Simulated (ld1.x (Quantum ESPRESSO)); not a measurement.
## lithium, TM: configuration errors across variants

* Element: Li
* Generator: ld1.x (Quantum ESPRESSO) 7.5
* Type: norm-conserving Troullier–Martins (Kleinman–Bylander form)
* Functional: LDA (PZ)
* Relativity: scalar-relativistic
* Frozen core: [He]
* Valence charge: 1
* Reference configuration: 2s1 2p0
* Partial waves: 2s (bound): rc 3.40 bohr; 3d channel at 0.05 Ry: rc 3.35 bohr; 2p (bound, empty): rc 4.20 bohr
* Local potential: the p channel
* Core correction: Bessel-smoothed model core inside 2.25 bohr

All-electron excitation energies from the reference (eV): (1) 2s0.5 2p0 2.045; (2) 2s0 2p1 1.754; (3) 2s1 2p0 spin -0.233; (4) 2s0.5 2p0 spin 1.953.

Spin tests fill each open shell by Hund’s rule, majority spin first.

1 further variants failed, have other tests or another functional or relativity, and are left out.

Errors AE − PS in meV (a dash: test not solved or not reliable):

| change | (1) | (2) | (3) | (4) | bound ghosts |
| --- | --- | --- | --- | --- | --- |
| base | +0.5 | -7.2 | +1.4 | +0.7 | none |
| local potential all-electron potential smoothed inside 3.60 bohr (lloc = -1) | +0.7 | -7.1 | +1.4 | +1.0 | none |
| wave 3d channel at 0.05 Ry: rc 3.35 bohr becomes 3d channel at 0.05 Ry: rc 2.32 bohr | +0.5 | -7.2 | +1.4 | +0.7 | none |
| all radii but the core radius scaled by about 1.17 (s 3.98, p 4.92, d 3.92 bohr) | -0.5 | -15 | -0.1 | -1.1 | none |
| wave 3d channel at 0.05 Ry: rc 3.35 bohr becomes 3d channel at 0.11 Ry: rc 3.35 bohr | +0.5 | -7.2 | +1.4 | +0.7 | none |
| wave 2s (bound): rc 3.40 bohr becomes 2s (bound): rc 5.20 bohr | -3.6 | -20 | -1.2 | -4.2 | none |
| core correction Bessel-smoothed model core inside 2.94 bohr | +3.3 | -3.6 | +11 | +8.6 | none |
| wave 2s (bound): rc 3.40 bohr becomes 2s (bound): rc 3.56 bohr | +0.3 | -8.2 | +0.9 | +0.2 | none |
| wave 2s (bound): rc 3.40 bohr becomes 2s (bound): rc 3.72 bohr | +0.1 | -8.7 | +0.6 | -0.1 | none |

Give the same row for: wave 2p (bound): rc 4.20 bohr becomes 2p (bound): rc 4.78 bohr.

+0.5, -11, +1.4, +0.5; bound ghosts: none.
